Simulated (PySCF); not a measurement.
Electron correlation in Ne²⁺ (neon, charge +2)

[He] 2s1 2p5, high-spin 3P determinant (an excited configuration). Computed with PySCF 2.14 in x2c-QZVPPall, with the spin-free X2C one-electron Hamiltonian (Gaussian nucleus). Frozen: nothing; 8 electrons correlated.

| level | correlation energy (mhartree) |
| --- | --- |
| CCSD | -239.67 |
| (T) | -3.73 |
| CCSD(T) | -243.40 |

Diagnostics: T1 = 0.0030, D1 = 0.0082, largest double amplitude 0.046.

**Question.** Is a single reference adequate?

**Answer.** Yes: T1 lies below 0.03 and no double amplitude reaches 0.07.

This basis was not built for core-valence correlation, so the inner-shell part is incomplete.
